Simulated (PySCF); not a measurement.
CH₅S, charge +1. Atoms are numbered in the order given.

```xyz
7

C     -1.2002    -0.0293     0.0000
S      0.6207     0.1112     0.0000
H     -1.5395     0.4936     0.8923
H     -1.5395     0.4936    -0.8923
H     -1.5023    -1.0718     0.0000
H      0.9256    -0.7596     0.9898
H      0.9256    -0.7596    -0.9898
```
Charge +1, spin multiplicity 1.

The structure is a stationary point at B3LYP-D3(BJ)/def2-TZVP. The isomer is the one that the SMILES or the coordinates give; other isomers of the formula were not compared.

Level of theory: CAM-B3LYP/def2-TZVPD (PySCF).

Mulliken values depend strongly on the basis, most of all with diffuse functions as here. ESP charges are fitted to the potential on shells at 1.4 to 2.0 van der Waals radii. Atomic charges (e):

```
atom     ESP fit  Mulliken
----  ----------  --------
C1    (withheld)     -0.75
S2    (withheld)      0.07
H3    (withheld)      0.36
H4    (withheld)      0.36
H5    (withheld)      0.36
H6    (withheld)      0.30
H7    (withheld)      0.30
```

### Question
Complete the blanks. (An estimate is asked for; the answer gives what the named calculation found.)

### Answer

- C1, ESP fit: -0.39
- S2, ESP fit: 0.28
- H3, ESP fit: 0.24
- H4, ESP fit: 0.24
- H5, ESP fit: 0.18
- H6, ESP fit: 0.22
- H7, ESP fit: 0.22
